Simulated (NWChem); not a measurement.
Molecule: CH5GeNO, singlet; SMILES C[O][Ge][NH2]

Results from NWChem. Low-valent species are run as closed-shell singlets; no triplet was tried in these runs. Geometry: optimised at PBE0/def2-SVP. One conformer.

Diagonal of the polarisability tensor at CAM-B3LYP/def2-SVPD, static: 60.21, 65.45, 47.32 bohr³.

Task: Find the mean polarisability volume, the molar refraction, and the refractive index that an ideal gas of it would have at 273.15 K and 1 atm.

Result: 
1. Mean: one third of the trace = 57.66 bohr³ × 0.14818 Å³/bohr³ = 8.54 Å³.
2. Molar refraction (Lorentz-Lorenz): (4π/3) N_A α = 21.6 cm³/mol.
3. Number density p/kT = 2.687 × 10⁻⁵ Å⁻³; n − 1 = 2π N α = 14.42 × 10⁻⁴.
4. These hold the electronic response alone: vibrational and orientational terms add to the static dielectric constant.
